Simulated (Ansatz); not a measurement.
Results of the Gaussian-basis code of Ansatz.

A structure relaxed at PBE0-D4/def2-TZVP, charge 0, multiplicity 1:

Cartesian coordinates in Å:
```
C -1.060 -0.580 -1.516
N -0.244 0.269 -0.673
Si 0.171 -0.008 0.934
N 1.574 0.839 1.323
F 0.227 -1.591 1.097
F -0.893 0.438 2.032
H -0.640 -0.653 -2.524
H -2.093 -0.225 -1.600
H -1.087 -1.588 -1.101
H -0.123 1.206 -1.023
H 1.749 1.152 2.263
H 2.419 0.740 0.787
```

(1) Give its formula and SMILES.

(2) Summarise the bond lengths by kind.

Results:

(1) CH6F2N2Si, `CN[Si](N)(F)F`.

(2) 1 × C–N 1.449 Å; 3 × C–H 1.090 to 1.096 Å; 2 × N–Si 1.682 to 1.685 Å; 3 × H–N 1.005 to 1.007 Å; 2 × F–Si 1.593 Å.
